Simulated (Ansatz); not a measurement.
One change: `OB(F)N[SiH3]` becomes `OB(F)[NH][GeH3]`.

Ansatz, PBE0-D4/def2-TZVP geometries, multiplicity 1. Each molecule was computed in one conformer, which needn't be the lowest.

Scalar relativity is left out up to krypton.

```tsv
property	`OB(F)N[SiH3]`
LUMO energy (B3LYP/def2-TZVPP) / eV	-0.05
LUMO energy (ωB97M-V/def2-TZVPP) / eV	1.70
HOMO–LUMO gap (ωB97M-V/def2-TZVPP) / eV	12.02
HOMO energy (B3LYP/def2-TZVPP) / eV	-7.78
HOMO–LUMO gap (B3LYP/def2-TZVPP) / eV	7.73
HOMO energy (PBE/def2-TZVPP) / eV	-6.62
```

Give the same properties after the change, and the shifts. (Best estimate.)

Computed: 
```json
{"property": "LUMO energy (B3LYP/def2-TZVPP) / eV", "`OB(F)[NH][GeH3]`": "0.04", "shift": "0.09"}
{"property": "LUMO energy (ωB97M-V/def2-TZVPP) / eV", "`OB(F)[NH][GeH3]`": "1.82", "shift": "0.12"}
{"property": "HOMO–LUMO gap (ωB97M-V/def2-TZVPP) / eV", "`OB(F)[NH][GeH3]`": "11.91", "shift": "-0.11"}
{"property": "HOMO energy (B3LYP/def2-TZVPP) / eV", "`OB(F)[NH][GeH3]`": "-7.54", "shift": "0.24"}
{"property": "HOMO–LUMO gap (B3LYP/def2-TZVPP) / eV", "`OB(F)[NH][GeH3]`": "7.58", "shift": "-0.15"}
{"property": "HOMO energy (PBE/def2-TZVPP) / eV", "`OB(F)[NH][GeH3]`": "-6.37", "shift": "0.25"}
```

With PBE0 the HOMO rises by 0.24 eV and the LUMO rises by 0.11 eV, so the gap narrows by about 0.13 eV. PBE moves the HOMO by 0.25 eV and ωB97M-V by 0.23 eV.

Positive LUMOs are unbound, so they and the gaps depend on the basis.

B3LYP here is the variant with VWN-RPA as its local correlation; programs differ in this.
